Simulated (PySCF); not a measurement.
Compound: C₅H₁₃B.
Bonds: C1–C2, C2–C3, C3–B4, B4–C5, B4–C6. Hydrogens: H7, H8, H9 on C1; H10, H11 on C2; H12, H13 on C3; H14, H15, H16 on C5; H17, H18, H19 on C6.

Torsions of this conformer, `[CH3:1][CH2:2][CH2:3][B:4]([CH3:5])[CH3:6]`: C1–C2–C3–B4 176°, C2–C3–B4–C5 -25°.

The closed-shell ground state was solved at several levels (PySCF, density fitting, gas phase, non-relativistic). Isolated species at its PBE0-D3(BJ)/def2-SVP geometry (one conformer only).

| level | basis functions | total energy (Eh) | HOMO (eV) | LUMO (eV) | gap (eV) | dipole (D) |
| --- | --- | --- | --- | --- | --- | --- |
| KT3/pcSseg-1 | 167 | -226.9034 | -6.90 | -1.16 | 5.74 | 0.04 |
| PBE0/aug-cc-pVDZ | 255 | -222.9592 | -8.07 | -0.24 | 7.83 | 0.03 |
| BP86/pcSseg-1 | 167 | -223.1866 | -6.88 | -1.26 | 5.62 | 0.04 |
| PBE0/STO-3G | 43 | -220.3188 | -6.67 | 2.61 | 9.28 | 0.12 |
| HF/pcSseg-1 | 167 | -221.5692 | -11.44 | 3.58 | 15.02 | 0.03 |
| BLYP/pcSseg-1 | 167 | -223.0468 | -6.68 | -1.04 | 5.64 | 0.04 |

**Question.** Estimate the row for B97-2/pcSseg-1, a basis of 167 functions; the other rows only guide the guess.

**Answer.** Total energy -223.1199 Eh, HOMO -7.88 eV, LUMO -0.17 eV, gap 7.71 eV, dipole 0.03 D.

**Question.** Over all these levels, which gives the widest orbital gap and which the narrowest?

**Answer.** HF/pcSseg-1 (Hartree–Fock, all exact exchange) has the widest, 15.02 eV, and BP86/pcSseg-1 (GGA) the narrowest, 5.62 eV. The two share the basis. From the narrowest to the widest the HOMO moves by -4.56 eV and the LUMO by +4.84 eV.

**Question.** In the pcSseg-1 basis, how does the gap go with the fixed share of exact exchange?

**Answer.** BP86 (0 %) 5.62 eV; BLYP (0 %) 5.64 eV; KT3 (0 %) 5.74 eV; B97-2 (21 %) 7.71 eV; HF (100 %) 15.02 eV. Each rise in the share widens the gap here.

**Question.** How far do the dipole and the HOMO energy spread over the levels?

**Answer.** The dipole runs from 0.03 to 0.12 D (mean 0.05 D) and the HOMO from -11.44 to -6.67 eV.
